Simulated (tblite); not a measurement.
Record of a relaxation.

Compound: C5H12FNSi2.
Atom-mapped SMILES: `[CH2:1]=[CH:2][C:3]1([Si@@H:4]([F:5])[NH:6][SiH3:7])[CH2:8][CH2:9]1` (hydrogens: H10, H11 on C1; H12 on C2; H13 on Si4; H14 on N6; H15, H16, H17 on Si7; H18, H19 on C8; H20, H21 on C9)

Computed with GFN2-xTB (tblite), gas phase: L-BFGS steps from a force-field or distance-geometry start until the largest atomic force falls under 0.01 eV/Å. 7 of its 191 geometries are shown.

Step 0: E = -761.1279 eV, largest atomic force 1.930 eV/Å
```
atom  x, y, z in Å  |  force x, y, z in eV/Å
C1     -2.535   -1.458    0.415   -1.868  -0.224   0.429
C2     -2.311   -0.165    0.318    1.447   0.507   0.250
C3     -0.929    0.362    0.029   -1.299   0.435  -0.533
Si4     0.383   -0.926   -0.057    0.960  -0.860  -0.758
F5     -0.072   -2.080   -1.181    0.606   0.827   0.714
N6      1.959   -0.296   -0.570    0.133  -1.658   0.044
Si7     3.134   -0.112    0.746    0.435   0.245  -0.360
C8     -0.931    1.482   -1.014   -1.097   0.016  -0.542
C9     -0.579    1.771    0.407    0.022   0.992  -0.128
H10    -3.572   -1.772    0.644    0.767  -0.002  -0.231
H11    -1.825   -2.245    0.287    0.054   0.032  -0.001
H12    -3.086    0.578    0.469    0.071  -0.157  -0.058
H13     0.494   -1.595    1.244   -0.112  -0.179  -0.236
H14     2.353   -0.966   -1.282   -0.571   1.168   0.808
H15     2.546   -0.404    2.052   -0.030   0.081   0.002
H16     3.722    1.252    0.770   -0.364  -0.291  -0.163
H17     4.240   -1.067    0.530   -0.174   0.103  -0.031
H18    -0.194    1.416   -1.816   -0.126   0.302   0.485
H19    -1.941    1.825   -1.384    1.195  -0.450   0.408
H20    -1.339    2.339    0.987    0.804  -0.412  -0.380
H21     0.475    2.077    0.561   -0.853  -0.475   0.282
```

Step 32: E = -761.7847 eV, largest atomic force 0.150 eV/Å
```
atom  x, y, z in Å  |  force x, y, z in eV/Å
C1     -2.767   -1.394    0.460   -0.009   0.018  -0.002
C2     -2.330   -0.153    0.325   -0.002   0.035   0.054
C3     -0.959    0.258   -0.042   -0.016   0.009   0.100
Si4     0.381   -1.071   -0.039    0.041  -0.064  -0.067
F5      0.065   -2.026   -1.312    0.089   0.002   0.025
N6      1.980   -0.480   -0.310   -0.033  -0.012  -0.029
Si7     3.263   -0.046    0.771   -0.007   0.045  -0.053
C8     -0.873    1.392   -1.048    0.004   0.008   0.011
C9     -0.570    1.661    0.380   -0.010  -0.050   0.067
H10    -3.791   -1.595    0.733    0.073  -0.027  -0.028
H11    -2.133   -2.250    0.297   -0.060   0.048   0.000
H12    -3.020    0.667    0.497   -0.002  -0.002  -0.043
H13     0.373   -1.923    1.141    0.002   0.030  -0.035
H14     2.256   -0.450   -1.279   -0.088  -0.018  -0.021
H15     2.752   -0.203    2.121   -0.085   0.006   0.124
H16     3.647    1.345    0.507   -0.017   0.028  -0.019
H17     4.408   -0.924    0.537    0.056  -0.042  -0.030
H18    -0.060    1.388   -1.756    0.043  -0.020  -0.035
H19    -1.801    1.767   -1.455   -0.009  -0.016  -0.013
H20    -1.287    2.222    0.961    0.018   0.022  -0.004
H21     0.457    1.833    0.666    0.011   0.000  -0.002
```

Step 63: E = -761.8086 eV, largest atomic force 0.089 eV/Å
```
atom  x, y, z in Å  |  force x, y, z in eV/Å
C1     -2.790   -1.370    0.444   -0.014   0.016  -0.009
C2     -2.322   -0.138    0.332    0.003  -0.007   0.030
C3     -0.929    0.222    0.006   -0.036  -0.012  -0.081
Si4     0.368   -1.151   -0.048   -0.021   0.047   0.002
F5      0.051   -2.104   -1.317    0.019   0.014  -0.014
N6      1.935   -0.508   -0.362    0.021  -0.003  -0.026
Si7     3.160    0.050    0.727    0.009  -0.011   0.012
C8     -0.774    1.362   -0.993   -0.001  -0.038   0.008
C9     -0.479    1.599    0.443    0.010  -0.007   0.019
H10    -3.824   -1.562    0.672   -0.005   0.004   0.009
H11    -2.166   -2.236    0.299   -0.012   0.023  -0.003
H12    -2.994    0.702    0.477    0.002  -0.012  -0.014
H13     0.399   -2.015    1.117   -0.003  -0.007   0.010
H14     2.174   -0.453   -1.340    0.018  -0.039   0.026
H15     2.579   -0.038    2.064    0.013   0.009  -0.013
H16     3.495    1.437    0.387   -0.006   0.022  -0.018
H17     4.350   -0.796    0.591   -0.005   0.006   0.003
H18     0.051    1.320   -1.688   -0.020   0.001   0.009
H19    -1.678    1.780   -1.415    0.033  -0.007   0.024
H20    -1.165    2.202    1.018   -0.046  -0.010   0.018
H21     0.552    1.714    0.739    0.043   0.013   0.006
```

Step 95: E = -761.8297 eV, largest atomic force 0.034 eV/Å
```
atom  x, y, z in Å  |  force x, y, z in eV/Å
C1     -2.830   -1.345    0.418    0.014   0.007  -0.002
C2     -2.315   -0.133    0.304    0.005   0.007   0.002
C3     -0.906    0.194    0.007    0.007   0.003   0.002
Si4     0.359   -1.205   -0.078   -0.013   0.020   0.009
F5      0.053   -2.121   -1.377   -0.009   0.009  -0.005
N6      1.954   -0.624   -0.376    0.004  -0.014  -0.014
Si7     3.096    0.179    0.651   -0.014  -0.014   0.014
C8     -0.705    1.387   -0.913    0.018   0.005   0.002
C9     -0.436    1.533    0.540   -0.009  -0.003  -0.002
H10    -3.874   -1.494    0.639   -0.002   0.005  -0.017
H11    -2.240   -2.235    0.288    0.017  -0.008  -0.001
H12    -2.962    0.728    0.427   -0.014   0.007   0.009
H13     0.321   -2.110    1.062    0.006   0.011   0.000
H14     2.305   -0.860   -1.291   -0.006   0.002   0.015
H15     2.489    0.207    1.980    0.026  -0.003  -0.001
H16     3.326    1.541    0.154   -0.005   0.008  -0.016
H17     4.351   -0.576    0.636   -0.010   0.007  -0.002
H18     0.135    1.369   -1.590    0.008  -0.009   0.005
H19    -1.586    1.856   -1.329    0.002  -0.022   0.016
H20    -1.133    2.104    1.138    0.002   0.002  -0.008
H21     0.590    1.622    0.864   -0.027  -0.020  -0.007
```

Step 127: E = -761.8353 eV, largest atomic force 0.052 eV/Å
```
atom  x, y, z in Å  |  force x, y, z in eV/Å
C1     -2.844   -1.341    0.335    0.000  -0.005  -0.028
C2     -2.326   -0.126    0.278   -0.014   0.008   0.003
C3     -0.904    0.197    0.043   -0.017   0.000   0.008
Si4     0.337   -1.222   -0.013    0.017   0.003   0.004
F5      0.001   -2.150   -1.297    0.004  -0.011   0.028
N6      1.943   -0.695   -0.347    0.029   0.010   0.001
Si7     3.087    0.226    0.575   -0.001   0.008  -0.051
C8     -0.634    1.389   -0.860   -0.023  -0.007   0.016
C9     -0.443    1.525    0.607    0.000  -0.005  -0.005
H10    -3.894   -1.500    0.512    0.010   0.012  -0.003
H11    -2.246   -2.224    0.191   -0.005  -0.021   0.008
H12    -2.977    0.729    0.416    0.013   0.034  -0.017
H13     0.284   -2.095    1.152    0.008   0.002  -0.015
H14     2.288   -1.024   -1.235    0.010   0.015   0.013
H15     2.584    0.253    1.946    0.006  -0.001   0.021
H16     3.198    1.589    0.034   -0.033  -0.026   0.006
H17     4.386   -0.441    0.472   -0.005  -0.015   0.003
H18     0.239    1.351   -1.495   -0.013   0.014   0.033
H19    -1.484    1.875   -1.317   -0.001  -0.005   0.003
H20    -1.165    2.107    1.163    0.010  -0.010  -0.002
H21     0.561    1.592    0.996    0.004   0.002  -0.025
```

Step 158: E = -761.8429 eV, largest atomic force 0.014 eV/Å
```
atom  x, y, z in Å  |  force x, y, z in eV/Å
C1     -2.889   -1.316    0.195    0.001   0.000  -0.002
C2     -2.335   -0.115    0.206    0.003  -0.002  -0.004
C3     -0.893    0.179    0.077   -0.002   0.000  -0.003
Si4     0.337   -1.252    0.093   -0.003   0.014   0.000
F5     -0.019   -2.295   -1.092    0.000  -0.004  -0.005
N6      1.940   -0.770   -0.316    0.001   0.000  -0.006
Si7     3.075    0.289    0.455    0.002  -0.009   0.007
C8     -0.560    1.394   -0.769    0.001   0.000   0.000
C9     -0.447    1.482    0.708   -0.002  -0.006   0.006
H10    -3.954   -1.443    0.287   -0.002  -0.004   0.003
H11    -2.309   -2.215    0.082    0.001   0.001   0.012
H12    -2.969    0.759    0.308    0.002  -0.005  -0.004
H13     0.296   -2.024    1.327    0.001  -0.003  -0.002
H14     2.275   -1.193   -1.167   -0.010  -0.003   0.000
H15     2.754    0.288    1.881    0.005   0.003   0.004
H16     2.964    1.649   -0.091    0.001   0.006   0.000
H17     4.408   -0.250    0.184   -0.008   0.000  -0.002
H18     0.347    1.369   -1.355    0.005   0.005   0.003
H19    -1.380    1.903   -1.255    0.003   0.002  -0.009
H20    -1.187    2.057    1.247   -0.002   0.000  -0.001
H21     0.538    1.520    1.147    0.004   0.004   0.004
```

Step 190: E = -761.8452 eV, largest atomic force 0.010 eV/Å
```
atom  x, y, z in Å  |  force x, y, z in eV/Å
C1     -2.885   -1.316    0.228   -0.003   0.000   0.002
C2     -2.341   -0.115    0.141    0.004  -0.003   0.006
C3     -0.896    0.180    0.059    0.000  -0.001  -0.002
Si4     0.332   -1.252    0.087    0.002  -0.003   0.000
F5     -0.032   -2.303   -1.089   -0.001   0.002   0.004
N6      1.934   -0.774   -0.327   -0.003  -0.003  -0.002
Si7     3.070    0.289    0.433    0.000   0.007  -0.004
C8     -0.527    1.413   -0.745   -0.003   0.000  -0.003
C9     -0.468    1.467    0.737    0.000   0.001  -0.002
H10    -3.953   -1.447    0.286    0.001   0.006  -0.004
H11    -2.295   -2.215    0.236    0.003  -0.001   0.001
H12    -2.984    0.759    0.131    0.002  -0.001  -0.003
H13     0.302   -2.018    1.327   -0.001   0.003  -0.002
H14     2.266   -1.203   -1.176   -0.002  -0.003  -0.009
H15     2.789    0.266    1.867    0.000  -0.003   0.006
H16     2.929    1.658   -0.084   -0.001  -0.001   0.002
H17     4.399   -0.230    0.114    0.008   0.000   0.003
H18     0.400    1.398   -1.297    0.001   0.000   0.006
H19    -1.325    1.939   -1.249   -0.004  -0.002  -0.001
H20    -1.226    2.031    1.262    0.003   0.001  -0.001
H21     0.501    1.490    1.213   -0.004   0.001   0.002
```

Q: Summarise the path.

A: The energy falls by 0.7174 eV from step 0 to step 190; nine tenths of that is first reached at step 29. It falls at every step. The largest force goes from 1.930 to 0.010 eV/Å. Among the bonds Si4–F5 changes most, from 1.674 to 1.619 Å; the atoms move by 0.594 Å rms after alignment.

What follows is the cost of the whole relaxation. Hardware: one thread, Arm Neoverse N1 (aarch64), shared host with 64 logical CPUs at a one-minute load of 60. Cost: 3.2 s of wall time.
